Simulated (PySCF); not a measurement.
**Working out the ionisation energy of Cr**

Cr [Ar] 3d5 4s1 (7S) → Cr⁺ [Ar] 3d5 (6S). Computed with PySCF 2.14 in aug-cc-pVTZ with one added diffuse shell each of s, p, d, f, g type (9s8p6d4f3g, 118 functions), with the non-relativistic Hamiltonian (point nucleus). Frozen: [Ar]. Energies in hartree (1 hartree = 27.21139 eV):

```
             part    Cr (lower)   Cr⁺ (upper)
              UHF  -1043.355934  -1043.138993
MP2 opposite-spin      0.000000      0.000000
    MP2 same-spin     -0.095200     -0.076987
```

Task: What does Hartree-Fock give?

Result: (-1043.138993) − (-1043.355934) = 0.216941 hartree = 5.903 eV.

Task: What do MP2 and SCS-MP2 (6/5 opposite-spin, 1/3 same-spin) give?

Result: The opposite-spin parts differ by 0.000 eV and the same-spin parts by 0.496 eV. MP2: 5.903 + (0.000) + (0.496) = 6.399 eV. SCS-MP2: 5.903 + 1.2 × (0.000) + (0.496)/3 = 6.068 eV.

Measured between the centres of the two terms (NIST): 6.767 eV, so MP2 (valence) is off by -0.368 eV.

The calculation is non-relativistic.

What remains against the reference includes basis incompleteness, the frozen core and correlation beyond second order.
